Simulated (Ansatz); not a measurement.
CH7AlGeSi, SMILES `[CH2]1[AlH][GeH2][SiH2]1`. Charge 0, multiplicity 1. Correlated methods include outer-core shells of Ge, which these sets cover unevenly. Scalar relativity is left out up to krypton.

```xyz
11

C    -0.814   -0.758    0.906
Al    0.910   -1.382    0.186
Ge    0.922    0.522   -1.396
Si   -0.645    1.041    0.354
H    -1.587   -1.221    0.273
H    -1.092   -0.934    1.946
H     1.858   -2.552    0.692
H     2.098    1.474   -1.657
H     0.213    0.250   -2.738
H     0.059    1.825    1.409
H    -1.922    1.735    0.024
```

Give the diagnostics of a CCSD(T)/def2-TZVPP run (frozen core, Ansatz 0.2.0). (An estimate is asked.)

The calculation gave: T1 = 0.0124, largest single amplitude 0.019, largest double 0.020, (T) share of the correlation energy 3.9 %, 9 CCSD cycles. The RHF solution is stable towards an unrestricted one. T1 lies under the customary mark of 0.02 for closed shells.
